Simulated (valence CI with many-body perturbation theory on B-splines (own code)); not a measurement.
**Hyperfine factors and g values of Ga XXVII**

Computed by relativistic CI+MBPT: three valence electrons over a frozen Dirac-Fock core [He], radial functions for each j: 11 s, 11 p, 10 d, 8 f, 5 g, 2 h, with the one-electron correlation potential Σ1 (screened to all orders), the two-electron term Σ2, the three-electron term Σ3, Breit, model QED; selected single and double excitations, second order for the rest, scaled by the run's own slope (own B-spline code, finite nucleus).

The last digits are not significant, and no measured levels were compared; by estimate large intervals hold to a few tenths of a per cent, small ones and those within an open d or f shell to about a per cent.

A/g_I is the dipole constant over the nuclear g factor μ/I (μ in nuclear magnetons, uniformly magnetised nucleus), B/Q the quadrupole constant per barn. Both hold the static response of the core; the bare values leave it out. Large factors of s and p1/2 electrons are usually good to 5 to 10 %; those of open d and f shells near neutrality can be off by tens of per cent, and small factors of p3/2, d and f electrons come from cancelling terms and can be off by a factor of two or in sign, in half-filled shells by more. B is blank for J = 1/2, where it vanishes, and for nearly pure S terms. Energies count from the lowest level.

Names give the largest LS component (configuration and term), which can be under half, so a name can repeat, a term be missing and a line seem to break the LS rules; names also repeat where a configuration has a term twice. Letters in brackets count levels of one name in rising energy.

```tsv
Level	E (eV)	g	A/g_I (MHz)	A/g_I bare	B/Q (MHz/b)	B/Q bare
2s2.2p 2P°_1/2	0.0	0.658	286000	282000		
2s2.2p 2P°_3/2	31.8	1.328	52200	54600	96000	96300
2s.2p2 4P_1/2	67.3	2.578	617000	611000		
2s.2p2 4P_3/2	84.9	1.716	228000	228000	77400	77700
2s.2p2 4P_5/2	96.8	1.530	246000	245000	-54400	-54500
2s.2p2 2D_3/2	127.8	0.856	-23700	-20000	113000	113000
2s.2p2 2D_5/2	138.5	1.259	243000	239000	151000	151000
2s.2p2 2P_1/2	140.2	1.111	95200	94200		
2s.2p2 2S_1/2	174.2	1.631	783000	764000		
2s.2p2 2P_3/2	175.7	1.279	-80500	-73100	-74900	-75200
2p3 4S°_3/2	211.3	1.747	14700	24100	34600	34700
2p3 2D°_3/2	236.8	1.115	28200	30100	67600	67800
2p3 2D°_5/2	245.0	1.194	95200	97500	-659	-661
2p3 2P°_1/2	266.4	0.658	287000	281000		
2p3 2P°_3/2	287.1	1.257	51400	54700	-101000	-101000
2s2.3s 2S_1/2	1501.1	1.999	260000	255000		
2s2.3p 2P°_1/2	1528.9	0.666	76300	75400		
2s2.3p 2P°_3/2	1537.8	1.334	32600	33000	29200	29200
2s.2p.3s 4P°_1/2	1556.1	2.558	543000	533000		
2s2.3d 2D_3/2	1562.7	0.798	11100	11100	5430	5520
2s.2p.3s 4P°_3/2	1562.8	1.670	409000	403000	-56300	-56500
2s2.3d 2D_5/2	1565.4	1.198	4340	4340	7410	7550
2s.2p.3s 2P°_1/2 [a]	1572.7	0.725	288000	284000		
2s.2p.3p 4D_1/2	1580.2	0.199	-64600	-62400		
2s.2p.3p 4D_3/2	1586.2	1.219	334000	329000	-39400	-39600
2s.2p.3s 4P°_5/2	1586.9	1.595	264000	261000	98200	98600
2s.2p.3p 4P_3/2 [a]	1594.3	1.471	89600	88900	12300	12400
2s.2p.3p 2P_1/2 [a]	1597.7	1.245	393000	386000		
2s.2p.3s 2P°_3/2 [a]	1597.8	1.367	277000	275000	80500	80700
2s.2p.3p 4P_1/2	1598.8	2.015	43500	44100		
2s.2p.3p 4D_5/2	1598.9	1.381	204000	202000	-6020	-6050
2s.2p.3p 2D_3/2 [a]	1603.7	1.244	121000	120000	31200	31300
2s.2p.3d 4F°_3/2	1611.4	0.489	-87100	-85000	14400	14500
2s.2p.3d 4F°_5/2	1615.8	1.085	98200	96800	-7800	-7740
2s.2p.3p 4P_3/2 [b]	1618.1	1.532	299000	296000	65800	66000
2s.2p.3p 4P_5/2	1620.6	1.424	227000	225000	57100	57300
2s.2p.3p 4D_7/2	1621.1	1.425	159000	158000	127000	127000
2s.2p.3d 4P°_5/2	1621.8	1.388	145000	142000	1050	1130
2s.2p.3d 4F°_7/2	1622.9	1.272	143000	141000	-30200	-30200
2s.2p.3d 4D°_3/2	1624.1	1.305	49000	47900	17600	17700
```

Question: Take the isotope of mass number 71, with I = 3/2, μ = 2.56033 μN and Q = 0.107 b. What is the hyperfine structure of 2s.2p2 2D_5/2?

Answer: From the table A = 414000 MHz, B = 16100 MHz. Shifts from the centre of gravity in MHz: F = 1: -2160000, F = 2: -1350000, F = 3: -112000, F = 4: 1560000.
